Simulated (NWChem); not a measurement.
System: AuNH$_{3}$F; SMILES [F][Au]<-[NH3]

```xyz
6

Au     0.0000     0.0000     0.0450
F      0.0000     0.0000     1.9692
N      0.0000     0.0000    -2.0143
H      0.6708     0.6708    -2.3938
H     -0.9163     0.2455    -2.3938
H      0.2455    -0.9163    -2.3938
```
Atoms are numbered in this order, from 1.

Results from NWChem. Medium grid unless said otherwise, to which SCAN and Minnesota functionals are sensitive. Geometry: optimised at PBE0/def2-SVP. def2 effective core potentials on Au; no spin-orbit coupling. Total energies of different functionals are on different scales.

| level | energy (Ha) | highest occupied level (eV) | orbital gap (eV) | dipole (D) |
|---|---|---|---|---|
| B3LYP/def2-SVP | -292.0907 | -6.89 | 6.15 | 8.46 |
| BHandHLYP/def2-SVP | -291.8232 | (withheld) | (withheld) | (withheld) |
| B97-2/def2-SVP | -292.1448 | -6.88 | 6.48 | 8.57 |
| CAM-B3LYP/def2-SVP | -291.9444 | -8.46 | 8.96 | 8.62 |
| M06/def2-SVP | -291.9931 | -7.19 | 6.60 | 8.62 |
| M06-2X/def2-SVP | -291.8523 | -8.42 | 8.80 | 8.81 |

**Question.** Some entries are withheld; supply them.

**Answer.** 
- BHandHLYP/def2-SVP, highest occupied level (eV): -8.21
- BHandHLYP/def2-SVP, orbital gap (eV): 8.53
- BHandHLYP/def2-SVP, dipole (D): 8.89
